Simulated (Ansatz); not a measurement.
Ansatz (an electronic-structure program) job for C₅H₁₀Si, SMILES C=C[SiH2]/C=C/C, PBE-D3(BJ)/def2-SVP. 

Ansatz 0.2 input:
```yaml
crystal:
  periodic: [false, false, false]
  atoms:
    - {symbol: C, position_ang: [3.18193705, -0.51863405, 0.44277654]}
    - {symbol: C, position_ang: [1.97686859, -0.06089825, 0.80946022]}
    - {symbol: Si, position_ang: [0.71953906, 0.65273062, -0.38667845]}
    - {symbol: C, position_ang: [-0.86900054, -0.33261868, -0.37706732]}
    - {symbol: C, position_ang: [-2.06403170, 0.17590509, -0.03281153]}
    - {symbol: C, position_ang: [-3.36221616, -0.57269651, 0.00421475]}
    - {symbol: H, position_ang: [3.51546050, -0.49161177, -0.60124855]}
    - {symbol: H, position_ang: [3.89283066, -0.94024247, 1.16305114]}
    - {symbol: H, position_ang: [1.70456248, -0.12035878, 1.87261450]}
    - {symbol: H, position_ang: [0.37801883, 2.05873169, -0.00895835]}
    - {symbol: H, position_ang: [1.35109971, 0.64700952, -1.74209860]}
    - {symbol: H, position_ang: [-0.82708062, -1.39569546, -0.65608970]}
    - {symbol: H, position_ang: [-2.12551660, 1.23622291, 0.25150264]}
    - {symbol: H, position_ang: [-3.80453818, -0.54431957, 1.01564290]}
    - {symbol: H, position_ang: [-3.23635413, -1.62559141, -0.29019051]}
    - {symbol: H, position_ang: [-4.10337319, -0.10871910, -0.67016308]}
basis:
  gaussian:
    orbitals: def2-SVP
hamiltonian:
  xc: pbe
  dispersion: d3bj
relax: {f_tol: 0.002, max_steps: 200}
```

Output:

```
WARN ansatz: RAYON_NUM_THREADS=2 ignored (pool sized by the plan → 2); use --threads N
Functional definition: PBE
integrals: 0.08 GiB planned
1566 factors; their error is unknown
mean field: 0.45 GiB planned
mean field evaluation 1: about -13192.1159 eV, gradient 7.3e1 eV
mean field evaluation 2: about -13175.3156 eV, gradient 1.1e2 eV
mean field evaluation 4: about -13206.5768 eV, gradient 7.0e0 eV
mean field evaluation 8: about -13206.7010 eV, gradient 2.2e-1 eV
mean field evaluation 16: about -13206.6110 eV, gradient 2.6e-3 eV
mean field -13206.61095178 eV, -485.3340007153 hartree, gradient 5.5e-5 eV, S^2 0.000000; 0 other end points of the search recorded, 0 dependent functions left out
the calculation of the forces begins
reference -13206.61099394 eV, -485.3340022647 hartree; 27, 27 occupied and 111, 111 virtual orbitals, 1566 factors
relax step   1: F+E_penalty+E_count = -13206.96384410 eV  Δ(F+E_penalty+E_count) = +0.000e0 eV  max|allowed force component| = 4.261e-1 eV/Å  Δτ_max = 0.0000 Å  (29 SCF iters, accepted)
these checks for a lower state are left out or cut short: starts, cluster_reference, orbital_swaps, neighbouring_geometries, increment
integrals: 0.08 GiB planned
1566 factors; their error is unknown
mean field: 0.45 GiB planned
mean field -13206.62762564 eV, -485.3346134684 hartree, gradient 7.9e-6 eV, S^2 0.000000; 0 other end points of the search recorded, 0 dependent functions left out
the calculation of the forces begins
reference -13206.62766794 eV, -485.3346150232 hartree; 27, 27 occupied and 111, 111 virtual orbitals, 1566 factors
relax step   2: F+E_penalty+E_count = -13206.97933874 eV  Δ(F+E_penalty+E_count) = -1.549e-2 eV  max|allowed force component| = 1.146e-1 eV/Å  Δτ_max = 0.0160 Å  (32 SCF iters, accepted)
these checks for a lower state are left out or cut short: starts, cluster_reference, orbital_swaps, neighbouring_geometries, increment
integrals: 0.08 GiB planned
1566 factors; their error is unknown
mean field: 0.45 GiB planned
mean field evaluation 32: about -13206.6292 eV, gradient 2.1e-3 eV
mean field -13206.62916631 eV, -485.3346700872 hartree, gradient 8.0e-6 eV, S^2 0.000000; 0 other end points of the search recorded, 0 dependent functions left out
the calculation of the forces begins
reference -13206.62920866 eV, -485.3346716435 hartree; 27, 27 occupied and 111, 111 virtual orbitals, 1566 factors
relax step   3: F+E_penalty+E_count = -13206.98049216 eV  Δ(F+E_penalty+E_count) = -1.153e-3 eV  max|allowed force component| = 1.734e-2 eV/Å  Δτ_max = 0.0070 Å  (34 SCF iters, accepted)
these checks for a lower state are left out or cut short: starts, cluster_reference, orbital_swaps, neighbouring_geometries, increment
integrals: 0.08 GiB planned
1566 factors; their error is unknown
mean field: 0.45 GiB planned
mean field -13206.62917770 eV, -485.3346705058 hartree, gradient 2.1e-5 eV, S^2 0.000000; 0 other end points of the search recorded, 0 dependent functions left out
the calculation of the forces begins
reference -13206.62922005 eV, -485.3346720622 hartree; 27, 27 occupied and 111, 111 virtual orbitals, 1566 factors
relax step   4: F+E_penalty+E_count = -13206.98049703 eV  Δ(F+E_penalty+E_count) = -4.875e-6 eV  max|allowed force component| = 1.299e-2 eV/Å  Δτ_max = 0.0021 Å  (21 SCF iters, accepted)
these checks for a lower state are left out or cut short: starts, cluster_reference, orbital_swaps, neighbouring_geometries, increment
integrals: 0.08 GiB planned
1566 factors; their error is unknown
mean field: 0.45 GiB planned
mean field -13206.62917346 eV, -485.3346703498 hartree, gradient 1.8e-5 eV, S^2 0.000000; 0 other end points of the search recorded, 0 dependent functions left out
the calculation of the forces begins
reference -13206.62921580 eV, -485.3346719060 hartree; 27, 27 occupied and 111, 111 virtual orbitals, 1566 factors
relax step   5: F+E_penalty+E_count = -13206.98047380 eV  Δ(F+E_penalty+E_count) = +2.323e-5 eV  max|allowed force component| = 2.424e-2 eV/Å  Δτ_max = 0.0029 Å  (22 SCF iters, rejected (line search))
these checks for a lower state are left out or cut short: starts, cluster_reference, orbital_swaps, neighbouring_geometries, increment
integrals: 0.08 GiB planned
1566 factors; their error is unknown
mean field: 0.45 GiB planned
mean field -13206.62919652 eV, -485.3346711972 hartree, gradient 2.6e-5 eV, S^2 0.000000; 0 other end points of the search recorded, 0 dependent functions left out
the calculation of the forces begins
reference -13206.62923887 eV, -485.3346727536 hartree; 27, 27 occupied and 111, 111 virtual orbitals, 1566 factors
relax step   6: F+E_penalty+E_count = -13206.98052126 eV  Δ(F+E_penalty+E_count) = -2.423e-5 eV  max|allowed force component| = 3.900e-3 eV/Å  Δτ_max = 0.0014 Å  (21 SCF iters, accepted)
these checks for a lower state are left out or cut short: starts, cluster_reference, orbital_swaps, neighbouring_geometries, increment
integrals: 0.08 GiB planned
1566 factors; their error is unknown
mean field: 0.45 GiB planned
mean field -13206.62919985 eV, -485.3346713198 hartree, gradient 8.6e-6 eV, S^2 0.000000; 0 other end points of the search recorded, 0 dependent functions left out
the calculation of the forces begins
reference -13206.62924220 eV, -485.3346728760 hartree; 27, 27 occupied and 111, 111 virtual orbitals, 1566 factors
relax step   7: F+E_penalty+E_count = -13206.98052505 eV  Δ(F+E_penalty+E_count) = -3.791e-6 eV  max|allowed force component| = 9.688e-4 eV/Å  Δτ_max = 0.0011 Å  (22 SCF iters, accepted)
integrals: 0.08 GiB planned
1566 factors; their error is unknown
mean field: 0.45 GiB planned
mean field evaluation 64: about -13206.5891 eV, gradient 7.2e0 eV
mean field -13206.62919985 eV, -485.3346713198 hartree, gradient 8.4e-6 eV, S^2 0.000000; 1 other end points of the search recorded, 0 dependent functions left out
the calculation of the forces begins
reference -13206.62924220 eV, -485.3346728760 hartree; 27, 27 occupied and 111, 111 virtual orbitals, 1566 factors
Total energy: -13206.98056740 eV, -485.3475838389 hartree
Atom 0 at     3.196484    -0.520493     0.443208 Å, force     0.000196     0.000140     0.000151 eV/Å
Atom 1 at     1.985430    -0.058244     0.814565 Å, force     0.000537    -0.000266    -0.000562 eV/Å
Atom 2 at     0.721976     0.651836    -0.385904 Å, force    -0.000517     0.000496     0.000358 eV/Å
Atom 3 at    -0.870467    -0.337278    -0.379661 Å, force    -0.000072    -0.000969     0.000568 eV/Å
Atom 4 at    -2.073330     0.174393    -0.031633 Å, force     0.000168    -0.000246     0.000166 eV/Å
Atom 5 at    -3.372226    -0.572546     0.002876 Å, force     0.000082     0.000173    -0.000239 eV/Å
Atom 6 at     3.527620    -0.496751    -0.610187 Å, force    -0.000248    -0.000139     0.000088 eV/Å
Atom 7 at     3.914899    -0.942028     1.168327 Å, force    -0.000039     0.000280     0.000022 eV/Å
Atom 8 at     1.712095    -0.112824     1.885869 Å, force    -0.000289    -0.000138    -0.000050 eV/Å
Atom 9 at     0.372157     2.069865    -0.006073 Å, force     0.000138    -0.000069    -0.000264 eV/Å
Atom 10 at     1.362723     0.647739    -1.752172 Å, force     0.000040     0.000306     0.000190 eV/Å
Atom 11 at    -0.827683    -1.407349    -0.663648 Å, force     0.000020     0.000088    -0.000346 eV/Å
Atom 12 at    -2.130979     1.242569     0.257131 Å, force     0.000133    -0.000103     0.000027 eV/Å
Atom 13 at    -3.820862    -0.544873     1.019764 Å, force     0.000256     0.000572     0.000001 eV/Å
Atom 14 at    -3.250053    -1.632425    -0.295773 Å, force    -0.000229     0.000164    -0.000053 eV/Å
Atom 15 at    -4.119579    -0.102378    -0.672731 Å, force    -0.000175    -0.000291    -0.000059 eV/Å
Dipole moment:    -0.173209    -0.125242     0.099890 e Å
```

The run converged.

Cost: roughly 23 core-seconds.
